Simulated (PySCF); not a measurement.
C2HBN2O2.

```xyz
8

B      0.0000     0.0000    -0.8089
H      0.0000     0.0000    -2.0125
N      0.0000     1.2243    -0.0873
C      0.0000     2.4132     0.1110
O      0.0000     3.5551     0.3717
N      0.0000    -1.2243    -0.0873
C      0.0000    -2.4132     0.1110
O      0.0000    -3.5551     0.3717
```
Charge 0, spin multiplicity 1.

Geometry: TPSSh-D3(BJ)/def2-SVP. This is a generated structure with no PubChem entry under its InChIKey; it may be hypothetical. Other conformers were not sampled.

Method: PBE/pcSseg-1 run with PySCF. Non-relativistic, no solvent.

Computed absolute GIAO shielding of each atom: isotropic value and principal components (ppm):
| atom | σ(iso) | σ11 | σ22 | σ33 | span |
|---|---|---|---|---|---|
| B1 | 73.2 | 42.4 | 69.4 | 107.8 | 65.4 |
| H2 | 26.1 | 23.3 | 26.3 | 28.8 | 5.5 |
| N3 | 162.3 | 74.0 | 156.3 | 256.7 | 182.7 |
| C4 | 50.6 | -45.6 | -45.0 | 242.5 | 288.2 |
| O5 | 137.8 | 52.9 | 102.9 | 257.6 | 204.7 |
| N6 | 162.3 | 74.0 | 156.3 | 256.7 | 182.7 |
| C7 | 50.6 | -45.6 | -45.0 | 242.5 | 288.2 |
| O8 | 137.8 | 52.9 | 102.9 | 257.6 | 204.7 |
